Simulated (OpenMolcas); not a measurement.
Computed levels of 4d⁴ in ions with 40 electrons, in cm-1 above ⁵D₀.

```
Program             : OpenMolcas 26.06
Method              : MS-RASPT2, IPEA 0.25 Eh, imaginary shift 0.1 Eh
Basis               : ANO-R2
Scalar Hamiltonian  : X2C, finite nucleus
Spin-orbit coupling : RASSI with atomic mean-field integrals over the reference wave functions, term energies averaged over their components
```

Active space for each ion: 10 electrons in 8 orbitals (RAS1 4p, at most 2 holes; RAS2 4d); closed shells correlated by CASPT2: 4s.

```
 Level   Mo2+   Tc3+   Ru4+   Rh5+   Ag7+
   ⁵D₁    248    355    498    685   1256
   ⁵D₂    688    969   1333   1787   3080
   ⁵D₃   1264   1759   2380   3120   5130
   ⁵D₄   1938   2670   3560   4600   7290
³P₀(1)  12300  15070  17180  18990  22170
³P₁(1)  13580  16880  19640  22220  27250
   ³H₄  13590  16050  18260  20270  24110
   ³H₅  14160  16890  19440  21890  26940
   ³H₆  14680  17610  20400  23130  28820
```

Q: Estimate ⁵D₄, ³P₀(1), ³P₁(1) for Pd6+ from its neighbours Rh5+ and Ag7+.

A: ⁵D₄ is fine structure, which grows about as the fourth power of a screened charge, so the fourth roots are averaged: ((4600^0.25 + 7290^0.25) / 2)^4 = 5829. The calculation gives 5990, so the estimate is off by -2.7 %.
³P₀(1) is another term, which grows about linearly with the charge: (18990 + 22170) / 2 = 20580. The calculation gives 20430, so the estimate is off by +0.7 %.
³P₁(1) is another term, which grows about linearly with the charge: (22220 + 27250) / 2 = 24735. The calculation gives 24620, so the estimate is off by +0.5 %.

Mixed levels, with the weight of the term that names them: Pd6+ ³H₄ (73 %), Ag7+ ³H₄ (70 %).

CASPT2 breaks the degeneracy within a term, and the mean is taken; among the terms shown or strongly mixed into the levels shown the widest spread is 830 cm-1 (4d⁴ ³H, Tc3+). Active for correlation alone: 4p; no level in the range computed is led by a configuration that opens it, so any true level of that kind is missing. The CASPT2 spread within a term exceeds the gap to the next term for 4d⁴ ³H and 4d⁴ ³P(1), so the order of their levels is uncertain (holds for Mo2+). Only configurations of the active space appear.

A number in round brackets counts repeated terms of one configuration in the order of the reference energies.
